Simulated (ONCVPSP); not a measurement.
**Reading a pseudo-wave (Mo)**

Columns: radius, all-electron u(r) and pseudo u(r) of the 4s shell (level -96.38 eV) of molybdenum in the configuration [Ar] 3d10 4s2 4p6 4d3; LDA (Perdew-Wang 92), scalar-relativistic, ONCV scheme, ONCVPSP 4.0.1.

```json
{"r (bohr)": "0.105", "all-electron": "0.3885", "pseudo": "0.1324"}
{"r (bohr)": "0.210", "all-electron": "-0.2173", "pseudo": "0.2671"}
{"r (bohr)": "0.315", "all-electron": "-0.6049", "pseudo": "0.4051"}
{"r (bohr)": "0.420", "all-electron": "-0.4025", "pseudo": "0.5439"}
{"r (bohr)": "0.525", "all-electron": "0.0533", "pseudo": "0.6781"}
{"r (bohr)": "0.630", "all-electron": "0.5021", "pseudo": "0.7996"}
{"r (bohr)": "0.735", "all-electron": "0.8338", "pseudo": "0.8993"}
{"r (bohr)": "0.840", "all-electron": "1.0287", "pseudo": "0.9693"}
{"r (bohr)": "0.945", "all-electron": "1.1066", "pseudo": "1.0038"}
{"r (bohr)": "1.050", "all-electron": "1.0987", "pseudo": "1.0013"}
{"r (bohr)": "1.155", "all-electron": "1.0353", "pseudo": "0.9640"}
{"r (bohr)": "1.260", "all-electron": "0.9405", "pseudo": "0.8978"}
{"r (bohr)": "1.365", "all-electron": "0.8320", "pseudo": "0.8113"}
{"r (bohr)": "1.470", "all-electron": "0.7213", "pseudo": "0.7137"}
{"r (bohr)": "1.575", "all-electron": "0.6156", "pseudo": "0.6138"}
{"r (bohr)": "1.680", "all-electron": "0.5189", "pseudo": "0.5187"}
{"r (bohr)": "1.785", "all-electron": "0.4329", "pseudo": "0.4329"}
{"r (bohr)": "1.890", "all-electron": "0.3582", "pseudo": "0.3582"}
{"r (bohr)": "1.995", "all-electron": "0.2943", "pseudo": "0.2943"}
{"r (bohr)": "2.100", "all-electron": "0.2403", "pseudo": "0.2403"}
{"r (bohr)": "2.205", "all-electron": "0.1952", "pseudo": "0.1952"}
{"r (bohr)": "2.310", "all-electron": "0.1579", "pseudo": "0.1579"}
{"r (bohr)": "2.415", "all-electron": "0.1272", "pseudo": "0.1272"}
{"r (bohr)": "2.520", "all-electron": "0.1021", "pseudo": "0.1021"}
{"r (bohr)": "2.625", "all-electron": "0.0817", "pseudo": "0.0817"}
{"r (bohr)": "2.730", "all-electron": "0.0652", "pseudo": "0.0652"}
```

(1) How many radial nodes do the two functions have?

(2) At about which radius was the pseudo-wave matched?

(3) Is the pseudo-wave norm-conserving?

Answers

(1) The all-electron 4s function has n − l − 1 = 3 (the table is too coarse to show those close to the nucleus); the pseudo-wave has 0, since the states of the same l below it are removed with the core.

(2) 1.80 bohr. The columns agree to 0.0005 from 1.68 bohr on; several derivatives are matched, so the curves merge somewhat inside the radius.

(3) Yes: the ONCV scheme keeps the norm inside the radius equal to the all-electron one, which fixes the energy derivative of the logarithmic derivative at the level.
